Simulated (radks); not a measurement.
Fe, configuration [Ne] 3s2 3p5 3d7 4s2 (not the ground configuration). Calculated with a radial shooting solver on a logarithmic mesh with Libxc functionals: non-relativistic Kohn-Sham, LDA (Slater exchange, Perdew-Wang correlation), spin-polarised, spherical densities, point nucleus; open shells are filled with parallel spins first.

Local quantities along the radius. ELF = 1/(1 + alpha^2) is the electron localisation function; alpha = (tau - tau_W)/tau_unif compares the Pauli kinetic energy density with that of the uniform gas (summed over spins); s = |grad rho|/(2 (3 pi^2)^(1/3) rho^(4/3)) is the reduced gradient; r v_xc is r times the local exchange-correlation potential of spin up (hartree bohr); 4 pi r^2 rho is in e/bohr.

r (bohr)	ELF	alpha	s	r v_xc	4 pi r^2 rho
0.004998	1.000	0.01760	0.4012	-0.1038	2.874
0.006561	1.000	0.01964	0.4120	-0.1326	4.565
0.008611	0.999	0.02270	0.4264	-0.1681	7.071
0.0113	0.999	0.02746	0.4459	-0.2107	10.60
0.01484	0.999	0.03527	0.4726	-0.2603	15.21
0.01963	0.998	0.04958	0.5103	-0.3174	20.80
0.02577	0.994	0.07660	0.5609	-0.3756	26.20
0.03382	0.982	0.1345	0.6290	-0.4313	30.09
0.04439	0.931	0.2729	0.7127	-0.4777	30.96
0.05827	0.723	0.6188	0.7812	-0.5105	28.52
0.07648	0.376	1.289	0.7262	-0.5372	24.99
0.1004	0.282	1.597	0.4704	-0.5867	24.47
0.1318	0.497	1.006	0.2965	-0.6809	28.89
0.173	0.760	0.5619	0.3529	-0.7893	34.05
0.227	0.819	0.4695	0.5273	-0.8542	32.38
0.298	0.610	0.7992	0.7441	-0.8444	22.85
0.3911	0.206	1.966	0.6692	-0.8212	14.41
0.5134	0.335	1.410	0.2565	-0.9194	13.98
0.6739	0.703	0.6496	0.3185	-1.069	16.28
0.8846	0.746	0.5832	0.5404	-1.120	13.86
1.161	0.566	0.8760	0.8033	-1.046	8.130
1.536	0.266	1.661	1.012	-0.9071	3.732
2.016	0.195	2.033	0.9786	-0.8021	1.901
2.647	0.374	1.293	1.021	-0.7436	1.135
3.474	0.652	0.7300	1.426	-0.6733	0.6042
4.56	0.783	0.5257	2.408	-0.5549	0.2258
5.985	0.767	0.5517	4.832	-0.3953	0.05051
7.856	0.536	0.9311	11.93	-0.2303	0.005822
10.31	0.114	2.792	38.14	-0.1024	0.0002947

On this mesh the ELF has minima near r = 0.10, 0.45, 2.0 bohr, which separate the shells, and maxima near 0.23 (0.82), 0.77 (0.76), 5.2 (0.79).
